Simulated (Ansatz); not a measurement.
Geometry optimisation, Ansatz, RHF/def2-SVP.

input.yaml

```yaml
crystal:
  periodic: [false, false, false]
  atoms:
    - { symbol: B, position_ang: [-0.9063, -1.5318, -0.8564] }
    - { symbol: B, position_ang: [-0.1293, -0.1447, -0.3581] }
    - { symbol: "N", position_ang: [1.1389, -0.2876, 0.4296] }
    - { symbol: C, position_ang: [2.3451, -0.6598, -0.4469] }
    - { symbol: Se, position_ang: [-0.9282, 1.677, -0.677] }
    - { symbol: C, position_ang: [-1.8988, 1.6262, 1.0267] }
    - { symbol: H, position_ang: [-0.4963, -2.5628, -0.6494] }
    - { symbol: H, position_ang: [-1.9426, -1.3493, -1.4463] }
    - { symbol: H, position_ang: [1.4073, 0.6673, 0.8823] }
    - { symbol: H, position_ang: [3.2117, -0.7356, 0.1702] }
    - { symbol: H, position_ang: [2.0739, -1.6702, -0.8714] }
    - { symbol: H, position_ang: [0.48721, 0.17176, -1.30079] }
    - { symbol: H, position_ang: [-1.2327, 1.5321, 1.8548] }
    - { symbol: H, position_ang: [-2.6264, 0.7625, 1.0418] }
    - { symbol: H, position_ang: [-2.477, 2.5334, 1.1612] }
basis:
  gaussian: { orbitals: def2-SVP }
hamiltonian:
  xc: hf
relax:
  f_tol: 0.02
  max_steps: 50
```

Launched with:

```bash
$ ansatz run input.yaml --threads 2 --pin off --max-ram 3072MiB --backend cpu --events-out ev --progress --plain --runs-dir out
```

Task: Where does it end, and by what steps?

Result: The forces met the threshold. After 35 steps the energy has fallen by 5.881 eV; H11 moved furthest, 1.55 Å. The start is strongly strained (largest force component 9 eV/Å).

```
step  energy less start (eV)  largest force component (eV/Å)  accepted
   0                  0.0000                           9.281       yes
   2                 -4.9327                           5.068       yes
   4                 -5.6903                           0.710       yes
   6                 -5.7742                           0.308       yes
   8                 -5.7883                           0.167       yes
  10                 -5.7951                           0.050       yes
  12                 -5.7975                           0.179       yes
  14                 -5.8056                           0.171       yes
  16                 -5.8171                           0.397       yes
  18                 -5.8348                           0.427       yes
  20                 -5.8522                           0.424       yes
  22                 -5.8669                           0.269       yes
  24                 -5.8738                           0.167       yes
  26                 -5.8751                           0.187       yes
  28                 -5.8782                           0.105       yes
  30                 -5.8799                           0.029       yes
  32                 -5.8805                           0.021       yes
  34                 -5.8805                           0.049        no
  35                 -5.8807                           0.009       yes
```

```xyz
15
Properties=species:S:1:pos:R:3
B -0.967 -1.250 -1.095
B 0.041 0.122 -1.235
N 1.381 0.134 -0.326
C 1.853 -0.757 0.418
Se -1.084 1.736 -0.546
C -1.621 1.159 1.248
H -0.975 -2.024 -0.159
H -1.812 -1.459 -1.927
H 1.881 1.008 -0.347
H 2.757 -0.591 0.993
H 1.349 -1.712 0.495
H 0.406 0.453 -2.344
H -0.767 0.798 1.820
H -2.382 0.383 1.208
H -2.034 2.028 1.758
```

Run time: 2.4 min on 2 threads of Arm Neoverse V1, with other jobs on the host, peak memory 0.44 GiB.
